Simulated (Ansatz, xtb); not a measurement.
# Ranking isomers of C3H8O3S

3 gas-phase structures of C3H8O3S, from a drawn sample of its isomers (lower ones may exist). Each was relaxed with GFN2-xTB; where two conformers were screened, the lower at r2SCAN-D4/def2-SVP is listed:

A. `CCOS(C)(=O)=O`, a singlet
B. `CCCS(=O)(=O)O`, a singlet
C. `COCS(C)(=O)=O`, a singlet

Q: Which do you expect lowest at r2SCAN-D4/def2-SVP, and how would the others follow?

A: Calculated order at r2SCAN-D4/def2-SVP: B (0.0), A (5.2), C (18.4) kcal/mol.

Energies above the lowest of each column, in kcal/mol; the last columns are at PBE0-D3(BJ)/def2-SVP geometries (a dash: not run or not comparable):

```csv
structure,GFN2-xTB,HF/STO-3G,r2SCAN-D4/def2-SVP,PBE0-D3(BJ)/def2-SVP,CCSD(T)/def2-SVP + ΔMP2/def2-TZVPP
B,0.0,6.3,0.0,0.0,0.0
A,4.3,2.2,5.2,7.2,6.9
C,28.3,0.0,18.4,19.1,–
```

CCSD(T)/def2-SVP + ΔMP2/def2-TZVPP puts B lowest of those it was run on; HF/STO-3G picks C. Some further structures that were screened fall inside this span and aren't listed. Flexible structures stand in one conformer each, not always the lowest. Frequencies (GFN2-xTB) were run for A, B alone. ΔMP2 is the change of the MP2 energy from the smaller to the larger basis.

Programs: Ansatz 0.2.0, xtb 6.7.1.
